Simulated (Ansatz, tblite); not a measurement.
Cost and result up the ladder for the cluster Sc₂N₂ (4 atoms). The state is a singlet with charge 0. Geometry: r2SCAN-D4/def2-SVP.

```xyz
4

Sc   -0.392    0.613   -1.137
Sc    0.392   -0.612    1.137
N    -0.748    0.804    0.691
N     0.748   -0.804   -0.691
```

Ansatz on 4 threads of Arm Neoverse V2 on a shared host; xTB runs through tblite on one thread. Times are rough, summed over both states, and most runs start from the orbitals of an earlier one. RPA@PBE/def2-TZVP serves as the yardstick here, not as an exact answer. Differences are given only for rows in sets of like size (and for xTB, whose basis is part of the method), since another set adds its own error. The other state is a quintet at its own geometry.

The xTB rows come from tblite. Correlated methods freeze 12 core orbitals; core or outer-core shells of Sc are correlated, in sets that lack core-valence functions. The structure comes from a short search, and lower isomers may exist.

Correlated methods converge slowly with the basis.

xTB has no spin-polarisation term.

```json
{"level": "GFN1-xTB", "functions": "26", "wall time": "0.006 s", "quintet − singlet (eV)": "2.44", "difference from RPA@PBE/def2-TZVP (eV)": "0.37"}
{"level": "GFN2-xTB", "functions": "26", "wall time": "0.01 s", "quintet − singlet (eV)": "2.28", "difference from RPA@PBE/def2-TZVP (eV)": "0.20"}
{"level": "HF/STO-3G", "functions": "46", "wall time": "0.55 s", "quintet − singlet (eV)": "-4.53", "difference from RPA@PBE/def2-TZVP (eV)": "–"}
{"level": "LDA (SPW92)/def2-TZVP", "functions": "152", "wall time": "2.4 s", "quintet − singlet (eV)": "3.69", "difference from RPA@PBE/def2-TZVP (eV)": "1.61"}
{"level": "PBE-D4/def2-TZVP", "functions": "152", "wall time": "4.3 s", "quintet − singlet (eV)": "3.19", "difference from RPA@PBE/def2-TZVP (eV)": "1.12"}
{"level": "revPBE-D4/def2-TZVP", "functions": "152", "wall time": "4.4 s", "quintet − singlet (eV)": "3.09", "difference from RPA@PBE/def2-TZVP (eV)": "1.02"}
{"level": "RPA@PBE/def2-TZVP", "functions": "152", "wall time": "8.7 s", "quintet − singlet (eV)": "2.08", "difference from RPA@PBE/def2-TZVP (eV)": "0.00"}
{"level": "PBE0-D4/def2-TZVP", "functions": "152", "wall time": "13 s", "quintet − singlet (eV)": "3.00", "difference from RPA@PBE/def2-TZVP (eV)": "0.92"}
{"level": "CAM-B3LYP-D4/def2-TZVP (with forces)", "functions": "152", "wall time": "19 s", "quintet − singlet (eV)": "2.94", "difference from RPA@PBE/def2-TZVP (eV)": "0.87"}
{"level": "r2SCAN-D4/def2-TZVP", "functions": "152", "wall time": "21 s", "quintet − singlet (eV)": "3.04", "difference from RPA@PBE/def2-TZVP (eV)": "0.97"}
{"level": "r2SCANh-D4/def2-TZVP", "functions": "152", "wall time": "25 s", "quintet − singlet (eV)": "2.96", "difference from RPA@PBE/def2-TZVP (eV)": "0.89"}
```
